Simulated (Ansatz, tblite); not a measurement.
Forces on the cluster Ag₂F₂ at its PBE-D4/def2-TZVP geometry. Total charge 0; singlet.

In the def2 sets Ag takes a core potential; there is no spin–orbit coupling. The xTB rows come from tblite. Another isomer (singlet) lies 0.38 eV lower at PBE0-D4/def2-TZVP; other spin states weren't run for this one.

GFN1-xTB (tblite), largest force 0.41 eV/Å:

```xyz
4
positions Å, forces eV/Å
Ag   -0.561    0.449    0.139   -0.141    0.094    0.042
Ag    1.510   -1.213   -0.371   -0.015   -0.215    0.117
F     1.066    0.828   -1.101   -0.189    0.130    0.058
F    -2.015   -0.064    1.332    0.345   -0.008   -0.217
```

GFN2-xTB (tblite), largest force 0.66 eV/Å:

```
Ag -0.260 -0.165 0.248
Ag -0.038 0.003 0.023
F -0.192 -0.010 0.130
F 0.491 0.172 -0.401
```

PBE-D4/def2-TZVP (Ansatz), largest force 0.01 eV/Å:

```
Ag 0.004 -0.003 -0.004
Ag 0.000 0.004 -0.002
F 0.005 -0.001 -0.001
F -0.008 0.000 0.006
```
